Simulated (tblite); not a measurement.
Species: C6H4S.
SMILES with atom numbers: `[CH:1]#[C:2][c:3]1[cH:4][cH:5][s:6][cH:7]1` (hydrogens: H8 on C1; H9 on C4; H10 on C5; H11 on C7)

All values are computed: GFN2-xTB (tblite) harmonic vibrations without scaling, gas phase. Errors from tens to a few hundred cm⁻¹ against measured bands are possible.

Q: How many normal modes are there?

A: 11 atoms, non-linear: 3N − 6 = 27.

Q: What is the point group of the computed structure, and how do the modes divide by symmetry?

A: Cs. The vibrations span 19 a′ + 8 a″.

Q: How many distinct wavenumbers does the calculation give?

A: 27: Cs has no degenerate species.

Q: How many fundamentals are allowed in the infrared by symmetry?

A: 27 of 27: in Cs every mode is allowed. All fundamentals are allowed in the Raman spectrum.

Q: What zero-point energy do the modes add up to?

A: ½Σν̃ = 16164 cm⁻¹ = 193.4 kJ/mol (27 modes); those above 1550 cm⁻¹ give 90.5 kJ/mol of it.

Q: What thermal excitation has the softest real mode at 500 K?

A: θ = hcν̃/k = 194 K for 135.1 cm⁻¹, so N1/N0 = 0.68 and ⟨v⟩ = 1/(exp(θ/T) − 1) = 2.1.

Hardware: an Arm Neoverse V2 with one thread, no GPU (shared host). Cost: 0.21 s of wall time. This covers the Hessian and the dipole derivatives.
